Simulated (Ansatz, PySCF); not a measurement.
Gas-phase reaction (SMILES): C[SiH](C)[SiH3] + 3 [H][H] (H2) -> 2 C (CH4) + 2 [SiH4] (SiH4); energy of full hydrogenation.

Each molecule is optimised on its own at B3LYP-D3(BJ)/def2-TZVP (Ansatz, an electronic-structure program). Correlated levels leave the core frozen unless marked. Spin-orbit coupling is left out. Non-relativistic. CBS(X,Y): correlation extrapolated as X^-3; Hartree-Fock from the larger set. Thermal terms are rigid-rotor harmonic-oscillator values from B3LYP-D3(BJ) frequencies (Ansatz or PySCF) at 298.15 K and 1 atm. 1 Eh = 627.5095 kcal/mol.

```tsv
species	E, CCSD(T)/CBS(cc-pV(T+d)Z,cc-pV(Q+d)Z) (Ansatz) (Eh)	E, PBE/def2-TZVPD (Ansatz) (Eh)	H - E (Eh)
C[SiH](C)[SiH3]	-660.28088	-660.84346	0.11624
[H][H] (H2)	-1.17450	-1.16589	0.01336
C (CH4)	-40.45816	-40.46301	0.04840
[SiH4] (SiH4)	-291.45815	-291.72111	0.03520
```

Task: Work out ΔE and ΔH at 298.15 K at the first level, then ΔH at the second.

Result: 
1. ΔE = [2×(-40.45816) + 2×(-291.45815)] - [(-660.28088) + 3×(-1.17450)] = -0.02824 Eh = -17.7 kcal/mol at CCSD(T)/CBS(cc-pV(T+d)Z,cc-pV(Q+d)Z).
2. The terms H - E add up to 0.01088 Eh, so ΔH = (-0.02824 + (0.01088))×627.5095 = -10.9 kcal/mol.
3. At PBE/def2-TZVPD the same steps give ΔE = -17.0 and ΔH = -10.2 kcal/mol, a shift of +0.7 from the first level.
4. These values are not checked against measurement here, since the tables used lack a sound gas-phase enthalpy of formation for at least one species.
